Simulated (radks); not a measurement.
The numbers below are computed, except where a source is named.
Spherical quantum dot in the effective-mass picture: electrons in a well V = -V0 / (1 + exp((r - R)/a)) with V0 = 10.5, R = 5.03, a = 0.53, with a point charge +2 (a donor) at the centre, all in effective atomic units (hartree* = m*/eps^2 hartree, bohr* = eps/m* bohr), one dielectric constant everywhere. Level of theory: non-relativistic Kohn-Sham, PBE, spin-polarised, spherical densities (a radial shooting solver with Libxc functionals). Levels are named by radial order and angular momentum (1s, 1p, 1d, 2s, ...), and open shells are averaged over m.

N = 10, configuration 1s2 1p6 2s2. This is the lowest configuration that the search found. Occupied and some empty levels:

| level | occupation | eigenvalue (hartree*) | <r> (bohr*) |
|---|---|---|---|
| 1s | 2 | -8.0076 | 1.336 |
| 1p | 6 | -7.5507 | 2.756 |
| 2s | 2 | -7.5054 | 2.425 |
| 1d | 0 | -7.2506 | 2.995 |
| 1f | 0 | -6.8853 | 3.170 |
| 2p | 0 | -6.5932 | 2.478 |
| 1g | 0 | -6.4596 | 3.317 |

Energy (hartree*): total -94.0399, kinetic 6.5478, external -115.82, Hartree 18.740, exchange-correlation -3.5062.

Electron density:

| r (bohr*) | n(r) (e/bohr*^3) |
|---|---|
| 0.105 | 2.648 |
| 0.367 | 0.9614 |
| 0.630 | 0.3760 |
| 0.893 | 0.1618 |
| 1.16 | 0.08193 |
| 1.42 | 0.05431 |
| 1.68 | 0.04757 |
| 1.94 | 0.04837 |
| 2.21 | 0.05051 |
| 2.47 | 0.05057 |
| 2.73 | 0.04689 |
| 3.00 | 0.03928 |
| 3.26 | 0.02903 |
| 3.52 | 0.01848 |
| 3.78 | 0.009954 |
| 4.05 | 0.004497 |
| 4.31 | 0.001664 |
| 4.57 | 0.0004950 |
| 4.83 | 0.0001178 |
| 5.10 | 0.00002277 |
